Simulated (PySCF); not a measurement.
A species of formula C8H15B has this rotational fingerprint, computed with PBE0-D3(BJ)/def2-SVP geometry optimisation, gas phase (PySCF 2.14.0):

| Quantity | Value |
| --- | --- |
| Rotational constants | A = 3713, B = 833.2, C = 725.3 MHz |
| Dipole components | \|μa\| = 0.66 D, \|μb\| = 0.40 D, \|μc\| = 0.10 D |
| Inertial defect | -45.90 u·Å² |
| κ | -0.93 |

Question: Which candidate fits, each taken in the one conformer that was computed?
A. `[CH2:1]=[CH:2][CH2:3][C@H:4]1[BH:5][CH2:6][CH2:7][CH2:8][CH2:9]1` with C1–C2–C3–C4 -114°, C2–C3–C4–B5 167°, C3–C4–B5–C6 156°, C4–B5–C6–C7 -22°, B5–C6–C7–C8 40°, C6–C7–C8–C9 -59°
B. `CB(C)C(C)=C=C(C)C`
C. `B1[C@H]2CCC[C@@H]1CCC2`

Answer: A. It is C=CC[C@H]1BCCCC1, a near-prolate asymmetric top, point group C1. The candidates at the same level (rigid rotor, commonest isotopes):

```
                SMILES  A (MHz)  B (MHz)  C (MHz)  μa (D)  μb (D)  μc (D)  Δ (u·Å²)  point group                        rotor
      C=CC[C@H]1BCCCC1     3713    833.2    725.3    0.66    0.40    0.10    -45.90           C1  near-prolate asymmetric top
     CB(C)C(C)=C=C(C)C     2340    878.4    755.0    0.78    0.17    0.02   -121.97      near Cs               asymmetric top
B1[C@H]2CCC[C@@H]1CCC2     2244     1849     1410    0.15    0.00    0.70   -140.27           Cs               asymmetric top
```

`B1[C@H]2CCC[C@@H]1CCC2` has B 122 % too high; `CB(C)C(C)=C=C(C)C` has A 37 % too low. No structure here is proved a minimum.
